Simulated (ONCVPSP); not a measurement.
**silver (Ag): variants of one ONCV potential**

Base potential:

```
Element                 : Ag
Generator               : ONCVPSP 4.0.1
Type                    : optimised norm-conserving Vanderbilt (ONCV)
Functional              : PBE
Relativity              : scalar-relativistic
Frozen core             : [Ar] 3d10
Valence charge          : 19
Reference configuration : 4s2 4p6 4d10 5s1
Partial waves           : 4s+5s: rc 1.25 bohr, ncon 4, nbas 7, qcut 9.1 1/bohr, 2 projectors; 4p: rc 1.45 bohr, ncon 4, nbas 8, qcut 10.4 1/bohr, 1 projector; 4d: rc 1.75 bohr, ncon 4, nbas 9, qcut 8.4 1/bohr, 3 projectors, debl 2.2 Ha
Local potential         : polynomial inside 0.80 bohr (lpopt 5, dvloc0 0 Ha)
Core correction         : polynomial model core, fcfact 0.4
```

All-electron outer shells of the reference configuration (PBE, scalar-relativistic, ld1.x):

| shell | level (eV) | outermost node (bohr) | outermost maximum (bohr) |
| --- | --- | --- | --- |
| 3d | -358.48 | – | 0.27 |
| 4s | -95.05 | 0.44 | 0.82 |
| 4p | -58.57 | 0.44 | 0.87 |
| 4d | -7.44 | 0.43 | 1.04 |
| 5s | -4.40 | 1.11 | 2.49 |

Cutoffs, loose and tight: the cutoffs (Ha) at which the residual kinetic energy of the hardest occupied pseudo-wave falls to 1 and 0.1 mHa per electron. They do not see the model core or the augmentation charge, which bear on the density cutoff. Test errors are all-electron minus pseudo excitation energies from the reference, over the configurations 4s2 4p6 4d10 5s0; 4s2 4p6 4d9 5s0; 4s2 4p6 4d8 5s0; 4s2 4p6 4d10 5s0.5. A dash means not determined; rows that change the core or the reference have their own tests.

| change | outcome | cutoff, loose | cutoff, tight | bound ghosts | GHOST(+) flags above zero | largest test error (meV) |
| --- | --- | --- | --- | --- | --- | --- |
| base | generated | 34 Ha | 39 Ha | none | s | +8.1 |
| s: nproj 3 | generated | 34 Ha | 39 Ha | none | s | +8.2 |
| s: rc 1.54 | generated | 30 Ha | 39 Ha | none | s | +8.0 |
| local potential polynomial inside 0.80 bohr (lpopt 5, dvloc0 7 Ha) | generated | 34 Ha | 39 Ha | none | s | +7.9 |
| p: nbas 9 | generated | 34 Ha | 39 Ha | none | s | +8.1 |
| all radii but the core radius scaled by about 0.83 (s 1.04, p 1.20, d 1.46 bohr); local potential polynomial inside 0.66 bohr (lpopt 5, dvloc0 0 Ha) | failed: ERROR pspot: first pseudo wave function has node, program will stop | – | – | – | – | – |

(1) What comes out with this change to the base: p: qcut 13.1?

Results:

(1) outcome: generated; cutoff, loose: 48 Ha; cutoff, tight: 58 Ha; bound ghosts: none; GHOST(+) flags above zero: s; largest test error (meV): +6.8.
